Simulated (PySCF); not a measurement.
PySCF was given this input:
```python
from pyscf import gto, scf, cc

mol = gto.Mole()
mol.atom = '''
    Si   -0.435550   -0.508334   -0.302388
    Cl   -1.291299    0.944925    0.813266
    C     1.425747   -0.421206   -0.037331
    C     2.334995   -0.498593   -0.996920
    H    -0.779002   -0.273405   -1.702002
    H    -0.960636   -1.792315    0.161963
    H     1.771629   -0.298140    0.983476
    H     3.394583   -0.445457   -0.798104
    H     2.058745   -0.618948   -2.031918
'''
mol.basis = 'cc-pvdz'
mol.charge = 0
mol.spin = 0
mol.verbose = 4
mol.max_memory = 1800
mol.build()

mf = scf.RHF(mol)
mf.kernel()

mycc = cc.CCSD(mf, frozen=12)
mycc.kernel()
print('E(CCSD) = %.10f' % mycc.e_tot)
```

**Question.** What does this run give for the SCF-reference HOMO-LUMO gap, SCF-reference Mulliken (on the basis functions themselves) charges in atom order?

**Answer.** 
```json
{
  "SCF-reference HOMO-LUMO gap": "13.97 eV",
  "SCF-reference Mulliken (on the basis functions themselves) charges in atom order": "Si1 0.71, Cl2 -0.30, C3 -0.33, C4 0.01, H5 -0.12, H6 -0.12, H7 0.05, H8 0.05, H9 0.05"
}
```

**Question.** Roughly what does it cost on one core?

**Answer.** very roughly 11 core-seconds.
